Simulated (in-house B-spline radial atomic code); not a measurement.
Results of a calculation; reference values are marked as such.
Making a Troullier-Martins p channel for Cl, r_c = 1.62 bohr

Cl, [Ne] 3s2 3p5, non-relativistic PBE, spherical and spin-unpolarised, from an all-electron radial atomic-structure program (B-spline basis) (atomic units). The all-electron 3p level is ε = -0.316394 hartree, its outermost node lies just inside 0.54 bohr and its outer maximum at 1.43 bohr.

Inside r_c the pseudo-orbital is u(r) = r^2 exp(p(r)), with p = c0 + c2 r² + c4 r⁴ + … + c12 r¹². The seven coefficients follow from p and its first four derivatives at r_c, from zero curvature of the screened potential at the origin, c4 = −c2²/(2l + 5), and from the norm inside r_c. At r_c the all-electron orbital has P = 0.7593362, P' = -0.1686215, the screened potential V = -1.143087, V' = 1.702236, V'' = -3.233991, and the norm inside is Q = 0.4522807.

(1) What are p, p' and p'' at r_c?

For a trial c2 the five matching conditions are linear in c0, c6, c8, c10 and c12, and c2 is varied until the norm inside r_c equals Q. The root nearest zero gives:

```tsv
n	c_n
0	-0.01887724
2	-0.3786486
4	-0.02048211
6	-0.06415007
8	0.04382164
10	-0.01039294
12	0.0008818986
```

(2) Check c4 and p(r_c), and find the screened pseudopotential at the origin.

Orbitals and screened potentials:

| r (bohr) | P | u | V all-electron | V pseudo |
| --- | --- | --- | --- | --- |
| 0.162 | -0.3079 | 0.0255 | -67.27 | -2.211 |
| 0.405 | -0.2123 | 0.1511 | -16.89 | -2.245 |
| 0.648 | 0.2033 | 0.349 | -7.427 | -2.366 |
| 0.891 | 0.5325 | 0.5594 | -3.98 | -2.466 |
| 1.134 | 0.7139 | 0.7137 | -2.534 | -2.267 |
| 1.377 | 0.7749 | 0.7747 | -1.671 | -1.693 |
| 1.62 | 0.7593 | 0.7593 | -1.143 | -1.143 |

Logarithmic derivatives P'/P at R = 1.92 bohr, for energies E around ε:

```csv
E − ε (hartree),all-electron,pseudo
-0.5,0.497442,0.496094
-0.25,0.106185,0.10565
-0.1,-0.192905,-0.19302
0,-0.432281,-0.432277
0.1,-0.715972,-0.716161
0.25,-1.26326,-1.26513
0.5,-2.8269,-2.84616
```

(3) With P(R) = 0.6861724 and a norm of 0.6105046 inside R, what slope in energy does norm conservation fix?

## Answers

(1) p = ln(P/r_c^2) = ln(0.7593362/2.6244) = -1.24016. p' = P'/P − 2/r_c = -0.22206 − 1.23457 = -1.45663. The radial equation gives p'' = 2(V − ε) − 2(2) p'/r_c − p'² = -1.65339 − (-3.59662) − 2.12178 = -0.17854. Differentiating, p''' = 2V' + 2(2)p'/r_c² − 2(2)p''/r_c − 2p'p'' = 1.105, and p'''' = 2V'' − 4(2)p'/r_c³ + 4(2)p''/r_c² − 2(2)p'''/r_c − 2p''² − 2p'p''' = -3.8443.

(2) −c2²/7 = -0.0204821, as listed. The terms c_n r_c^n are -0.01888, -0.99373, -0.14107, -1.15954, 2.07878, -1.29386, 0.28814, which sum to -1.24016. Inverting the radial equation, V_l(r) = ε + 2 p'/r + (p'' + p'²)/2, so V_l(0) = ε + (2l + 3) c2 = -0.316394 + 5 × (-0.378649) = -2.2096 hartree, finite where the all-electron potential diverges.

(3) d(P'/P)/dE = −2 × (norm inside R)/P(R)² = -2.5933 per hartree·bohr at E = ε, for both atoms, since orbital and norm agree at R. Differences over ±0.1 hartree give -2.6153 (all-electron) and -2.6157 (pseudo), which also hold third-order terms. Half a hartree below ε the two curves differ by -0.0013.
